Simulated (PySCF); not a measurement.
# Peak assignment

Numbering as in the mapped SMILES `[CH2:1]=[CH:2][CH:3]([CH:4]=[CH2:5])/[CH:6]=[CH:7]\[S:8][SiH3:9]`. Hydrogens are named by the atom that carries them. Ha(C1), Ha(C5) are cis to C3; Hb(C1), Hb(C5) are trans to C3.

PySCF 2.14.0 with density-fitted response routines calculation with GIAO B3LYP/pcSseg-1 shieldings and PBE0-D3(BJ)/def2-SVP structure; no relativistic terms, no solvent model, one computed conformer, rapidly exchanging positions averaged.

Chemical shifts δ = σref − σ; TMS for 13C (σ = 179.24 ppm), 1H (σ = 31.38 ppm), all at this level.

(1) Assign these signals to the numbered atoms. 13C{1H} NMR (computed): δ 149.2 (CH), 148.4 (CH), 128.4 (CH), 123.4 (CH2), 52.9 (CH).

(2) Assign these signals to the numbered atoms. 1H NMR (400 MHz, computed): δ 5.80 (m, 2H), 5.73 (m, 1H), 5.61 (m, 1H), 5.33 (m, 2H), 5.32 (m, 2H), 4.48 (s, 3H), 4.31 (m, 1H).

Results:

(1) 
149.2 → C6, alkene CH: an sp2 carbon of a C=C bond
148.4 → C2/C4, alkene CH
128.4 → C7, alkene CH
123.4 → C1/C5, terminal =CH2 carbon: an sp2 carbon of a C=C bond
52.9 → C3, allylic sp3 CH: saturated and bonded to C and H only

C6 and C2/C4 lie closer than the usual error of such a calculation, so a measured spectrum could show them in the other order.

(2) 
| δ (ppm) | atoms | environment | reason |
| --- | --- | --- | --- |
| 5.80 | H(C2)/H(C4) | hydrogen on an alkene CH | olefinic region |
| 5.73 | H(C6) | hydrogen on an alkene CH | – |
| 5.61 | H(C7) | hydrogen on an alkene CH | – |
| 5.33 | Ha(C1)/Ha(C5) | hydrogen on a terminal =CH2 carbon | attached to an sp2 carbon and in the plane of the double bond |
| 5.32 | Hb(C1)/Hb(C5) | hydrogen on a terminal =CH2 carbon | – |
| 4.48 | H(Si9) | hydrogen on a silicon bonded to S | – |
| 4.31 | H(C3) | hydrogen on an allylic sp3 CH | – |

H(C2)/H(C4) and H(C6); H(C6) and H(C7); Ha(C1)/Ha(C5) and Hb(C1)/Hb(C5) lie closer than the usual error of such a calculation, so a measured spectrum could show them in the other order.

Shifts are as computed. Against solution values, carbons near 30 ppm lie about +2 ppm off and those near 130 ppm about +6 ppm. Of 1309 compounds with measured shifts, 239 miss one by over three times the rms of a fit or turn the order of signals round; such compounds aren't used in these exercises. Multiplicities follow the n + 1 count of equivalent neighbours, as no J values were calculated; m marks all less simple cases, F and P coupling included.
